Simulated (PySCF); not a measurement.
# Dy(SH)3 relaxed at several levels

Computed with PySCF 2.14.0, def2-SVP on the ligands, density fitting, scalar-relativistic core potentials, no spin-orbit coupling, vacuum. Each row is relaxed at its own level from the same template. Distances are means of the shortest metal–ligand contacts, charges and spins Mulliken's; removal energies are rigid, with the ligand's formal charge and no counterpoise, so too large; for an anion taken off a cation in vacuum most of it is the attraction of opposite charges, and multiply charged cations can part far more cheaply with an electron moved from ligand to metal. lcecp potentials hold a fixed number of 4f electrons in the core, out of states, spins and gaps.

| level | basis on the metal | point group | M–SH (Å) | charge on M (e) | dipole (D) | removal of one SH (eV) | strongest infrared band, degenerate modes summed (cm⁻¹) | unstable modes (below −25 cm⁻¹) |
| --- | --- | --- | --- | --- | --- | --- | --- | --- |
| r2SCAN | lcecp-1-SVP with ECP55 | C3 | 2.583 | 0.83 | 0.95 | 9.15 | – | not given |

Task: What does the calculation give for PBE0, lcecp-1-SVP with ECP55?

Result: point group: C3, nearly C3h, M–SH (Å): 2.577, charge on M (e): 0.83, dipole (D): 0.27, removal of one SH (eV): 9.17, strongest infrared band, degenerate modes summed (cm⁻¹): 314, unstable modes (below −25 cm⁻¹): 0.
```xyz
7

Dy    0.0000    0.0000    0.8872
S     2.5428    0.4168    0.9372
H     2.8561   -0.9019    0.9563
S    -1.6323    1.9937    0.9372
H    -0.6470    2.9245    0.9563
S    -0.9105   -2.4105    0.9372
H    -2.2092   -2.0225    0.9563
```

Moved off a saddle point of the template and relaxed again: PBE0, r2SCAN. One start shape was tried for each, so a minimum needn't be the lowest isomer.
